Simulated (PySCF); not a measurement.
Molecule: Fe(F)3, F₃Fe, SMILES [Fe]([F])([F])[F], multiplicity 6. Atoms near the plane z = 0.0 Å, at the PBE0/def2-SVP optimised geometry (x, y, z in Å): Fe1 (-0.4, 0.0, 0.0), F2 (-1.3, -1.5, 0.0), F3 (-1.3, 1.5, 0.0), F4 (1.3, 0.0, 0.0).

Calculation: PySCF with unrestricted PBE0/def2-TZVP. Cells within 0.4 Å of a nucleus heavier than hydrogen are left out (blank, or x). The values are rescaled to run from 0 to 1.

```
|000000000000000000000000000|
|000000000000000000000000000|
|000000001110000000000000000|
|000001122222100000000000000|
|000012334443210000000000000|
|000023455654321000000000000|
|000124567776432100000000000|
|000134679x87543221110000000|
|00023568xxx7643333322100000|
|00013468xx87654444443210000|
|000134578877665566654320000|
|000123456778876678765421000|
|00001344568xx9778xx86431000|
|00001234579xx977xxx86431000|
|00001344568xx9778xx86431000|
|000123456778876678765421000|
|000134578877665566654320000|
|00013468xx87654444443210000|
|00023568xxx7643333322100000|
|000134679x87543221110000000|
|000124567776432100000000000|
|000023455654321000000000000|
|000012334443210000000000000|
|000001122222100000000000000|
|000000001110000000000000000|
|000000000000000000000000000|
|000000000000000000000000000|
```
Scale: ten equal steps from 0.000 (start of '0') to 1.00 (end of '9'), in the order '0123456789'; x runs from -4.00 to 4.00, y from -4.00 (bottom) to 4.00 (top).

Q: Which quantity is mapped?
A) spin density
B) electrostatic potential
C) an orbital amplitude
D) log10 of the electron density

A: D, log10 of the electron density. In full: log10 of the electron density (e/bohr³), floored at −4.
